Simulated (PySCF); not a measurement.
Delta-SCF ions had no search for a lower state. Excitations are Tamm–Dancoff values on a coarser integration grid. The basis has no diffuse functions, so Rydberg states are missing or too high.

Cartesian coordinates (Å):
```xyz
7

B      0.9565    -0.0464     0.0384
C     -0.6205     0.0211    -0.0533
F     -1.2466    -0.8445     0.7967
F     -1.1242     1.2628     0.2079
H      1.4658    -1.0821     0.3056
H      1.5862     0.9164    -0.2441
H     -0.9367    -0.2454    -1.0747
```
Charge 0, multiplicity 1.

### Question
Estimate the S1–T1 gap (TDA), vertical ionisation energy (Delta-SCF), S1 oscillator strength, T1 excitation (TDA), HOMO, total energy, S1 excitation (TDA) and dipole moment that M06-2X/def2-TZVP in PySCF returns for this input.

### Answer

```json
{
 "S1–T1 gap (TDA)": "0.53 eV",
 "vertical ionisation energy (Delta-SCF)": "12.06 eV",
 "S1 oscillator strength": "0.003",
 "T1 excitation (TDA)": "4.66 eV",
 "HOMO": "-10.67 eV",
 "total_energy": "-264.4183 Ha",
 "S1 excitation (TDA)": "5.19 eV",
 "dipole_moment": "2.08 D"
}
```
